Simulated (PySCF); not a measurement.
**SMILES CCCc1cccnc1, C8H11N**

Geometry:
```
atom   x (Å)   y (Å)   z (Å)
  C1  -3.190  -0.288  -0.189
  C2  -1.711  -0.185  -0.524
  C3  -0.823  -0.066   0.716
  C4   0.636   0.040   0.381
  C5   1.253   1.267   0.121
  C6   2.598   1.299  -0.233
  C7   3.289   0.091  -0.319
  N8   2.724  -1.088  -0.074
  C9   1.439  -1.102   0.264
 H10  -3.538   0.599   0.363
 H11  -3.397  -1.169   0.440
 H12  -3.803  -0.377  -1.098
 H13  -1.392  -1.066  -1.107
 H14  -1.530   0.686  -1.177
 H15  -0.988  -0.943   1.366
 H16  -1.133   0.816   1.302
 H17   0.678   2.195   0.201
 H18   3.107   2.244  -0.437
 H19   4.350   0.078  -0.595
 H20   1.000  -2.088   0.467
```

Method used: quadratic response CAM-B3LYP/aug-cc-pVDZ first hyperpolarisability, Taylor convention, gas phase in PySCF. Geometry: PBE0-D3(BJ)/def2-SVP.

Problem. Give the tensor of the second harmonic β(−2ω;ω,ω) at 1064 nm in the axes of these coordinates.

Solution. In au, Taylor convention; rows are the first index (the induced dipole):
|  | xx | yy | zz | xy | xz | yz |
| --- | --- | --- | --- | --- | --- | --- |
| x | -105.3 | -23.0 | +4.8 | -25.9 | -6.7 | +0.4 |
| y | -24.1 | -10.9 | -17.3 | -24.1 | +0.3 | -17.1 |
| z | -6.2 | -17.2 | +6.7 | +0.8 | +5.4 | -17.8 |

Norm of βᵢ = ⅓ Σⱼ (βᵢⱼⱼ + βⱼᵢⱼ + βⱼⱼᵢ): 136.1 au, hyper-Rayleigh value 54.9 au.
